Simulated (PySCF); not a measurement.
Zn(SH)2 (H₂S₂Zn), SMILES [SH][Zn][SH]. Atoms are numbered in the order given.

```xyz
5

Zn     0.0000     0.0000     0.0181
S     -2.1504     0.0579     0.0401
H     -2.2423    -0.8878    -0.9135
S      2.1504    -0.0579     0.0401
H      2.2423     0.8878    -0.9135
```

Geometry optimised at r2SCAN-D4/def2-TZVP. The values are those of a single conformer.

Level of theory: PBE/def2-TZVPD in PySCF.

The molecule is in vacuum.

```yaml
total_energy: -2576.47125 hartree
point_group: C2
highest_occupied_level: -6.40 eV
lowest_empty_level: -1.86 eV
orbital_gap: 4.54 eV
dipole_moment: 0.88 D
quadrupole, principal values (traceless, Buckingham form, about the centre of nuclear charge): -9.09, 3.95, 5.14 D·Å
mean_static_polarisability: 74.2 bohr³ (10.99 Å³)
polarisability_principal_values: 58.1, 58.1, 106.4 bohr³
```
